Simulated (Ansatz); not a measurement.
Wavefunction ladder for BrH$_{3}$O$_{3}$Sn (`[OH][Sn]([OH])([OH])[Br]`)

```
atom   x (Å)   y (Å)   z (Å)
  O1  -0.378  -0.659  -1.665
 Sn2   0.101  -0.160   0.150
  O3   0.505   1.738   0.156
  O4  -1.369  -0.367   1.391
 Br5   1.967  -1.585   0.858
  H6  -0.007  -1.505  -1.929
  H7   0.843   2.052  -0.688
  H8  -1.663   0.485   1.729
```

Total charge 0; spin multiplicity 1. Correlated methods include outer-core shells of Br, Sn, which these sets cover unevenly. Scalar relativity is left out up to krypton. Sn: def2 effective core potential. The geometry is a stationary point of PBE0-D4/def2-TZVP. It is one conformer, not always the lowest. Frozen core, restricted reference, Ansatz.

```csv
basis,HF (Eh),MP2 corr.
def2-SVP,-3011.68310,-0.90809
def2-TZVPP,-3012.31961,-1.32025
def2-QZVPP,-3012.38357,-1.91372
```

Estimate the CCSD correlation energy and the (T) correction in each basis where they were run (hartree).


| basis | CCSD corr. | (T) |
| --- | --- | --- |
| def2-SVP | -0.92197 | -0.02119 |
| def2-TZVPP | -1.31677 | -0.04678 |
